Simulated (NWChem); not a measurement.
System: B3H2O3 cation

```xyz
8

B      0.0000     0.0000     1.1544
O     -1.2320     0.0000     0.8193
B     -1.2394     0.0000    -0.6598
O      0.0000     0.0000    -1.2323
B      1.2394     0.0000    -0.6598
O      1.2320     0.0000     0.8193
H     -2.2771     0.0000    -1.2118
H      2.2771     0.0000    -1.2118
```
Atoms are numbered in this order, from 1.

Program: NWChem. The geometry was optimised at B3LYP/6-31G* (spherical d). Level M06-L/def2-SVP: energy and gradient on several grids; changes count from the extra-fine grid, which is no exact limit either.

| grid | size of the energy change (μHa) | largest change of a gradient component (μHa/bohr) | time, medium = 1 (rough) |
|---|---|---|---|
| xcoarse | 6000 | 7000 | about 1 |
| coarse | 400 | 700 | about 1 |
| medium | 50 | 500 | about 1 |
| fine | < 10 | 100 | about 1 |
| xfine | < 10 | < 30 | 2 |
